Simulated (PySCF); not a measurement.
## Ions at one geometry of [La(CH3)2]+

PySCF 2.14.0, RKS PBE0, La def2-SVP with ECP46, C def2-SVP, H def2-SVP; non-relativistic Hamiltonian with scalar-relativistic core potentials where named; density fitting; no spin-orbit coupling; singlets restricted, open shells unrestricted. The geometry is relaxed for charge +1, singlet, vacuum:

```xyz
9

La    0.0000    0.0000   -0.1996
C     1.8658   -0.1288    1.2835
H     2.6808    0.5481    0.9580
H     1.5980    0.1419    2.3222
H     2.2876   -1.1535    1.3101
C    -1.8658    0.1288    1.2835
H    -2.6808   -0.5481    0.9580
H    -1.5980   -0.1419    2.3222
H    -2.2876    1.1535    1.3101
```

Energies count from the relaxed state; an electron taken off or put on is at rest in vacuum. Charges and spins are Mulliken's.

```
                     state  energy (eV)  spin squared  charge on La1 (e)  spin on La1 (e)  dipole about the centre of mass (D)
charge +1, singlet, vacuum         0.00          0.00               1.30             0.00                                 3.83
charge +2, doublet, vacuum        13.05          0.77               1.59             0.14                                 0.39
```

Question: What does the state charge 0, doublet, vacuum give?

Answer: energy (eV) -5.17, spin squared 0.75, charge on La1 (e) 0.56, spin on La1 (e) 1.03, dipole about the centre of mass (D) 2.67.

With an electron taken off (doublet) the charges change, summed by element, by La +0.29 e, C +0.21 e, H +0.49 e. The vertical ionisation energy is 13.05 eV, against −ε(HOMO) = 11.05 eV of the relaxed state. The level lies 2.0 eV too high, as is usual for semilocal functionals and global hybrids, which keep a self-interaction error.

With an electron put on (doublet) the charges change, summed by element, by La -0.74 e, C +0.03 e, H -0.29 e. The vertical electron affinity is 5.17 eV, against −ε(LUMO) = 6.63 eV of the relaxed state.

Open shells may have lower solutions than those found.
